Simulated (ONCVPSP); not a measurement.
## Transferability test, ONCV potential for lead (Pb)

ONCVPSP 4.0.1 input, shortened (lines: element, Z, core and valence counts, functional; n l f; lmax; l rc ep ncon nbas qcut; lloc lpopt rc5 dvloc0; l nproj debl; icmod fcfact rcfact), PBE, scalar-relativistic:

```
  Pb 82.00   10    5        4      upf
    1    0    2.00
    2    0    2.00
    2    1    6.00
    3    0    2.00
    3    1    6.00
    3    2   10.00
    4    0    2.00
    4    1    6.00
    4    2   10.00
    4    3   14.00
    5    0    2.00
    5    1    6.00
    5    2   10.00
    6    0    2.00
    6    1    2.00
    2
    0    1.35    0.00    3    8    7.40
    1    1.70    0.00    4    8    6.70
    2    1.25    0.00    4    7    7.20
    2    5    1.25    0.00
    0    2    0.50
    1    2    1.90
    2    0    0.80
    0    0.00    0.00
```

Energies are relative to the spin-unpolarised reference configuration 5s2 5p6 5d10 6s2 6p2; without spin polarisation the order of configurations can differ from experiment.

| valence configuration | charge | ΔE all-electron (eV) | error AE − PS (meV) |
| --- | --- | --- | --- |
| 5s2 5p6 5d10 6s2 6p1 | +1 | 6.576 | -3.0 |
| 5s2 5p6 5d10 6s2 6p0 | +2 | 20.021 | -11 |
| 5s2 5p6 5d10 6s1 6p2 | +1 | 16.103 | -5.3 |

Q: What are ΔE and the potential's error for 5s2 5p6 5d10 6s1 6p0?

A: ΔE = 52.431 eV all-electron; the error (AE − PS) is -40 meV.

Levels in the configuration 5s2 5p6 5d10 6s2 6p0:

```csv
level,all-electron (eV),pseudo (eV)
5s,-160.934,-161.005
5p,-102.613,-102.653
5d,-37.847,-37.863
6s,-27.443,-27.449
```

Note: ghosts flagged at negative energy: s at -38.0 eV; no localised positive-energy state flagged. A true bound ghost makes a file unfit for plane-wave use.
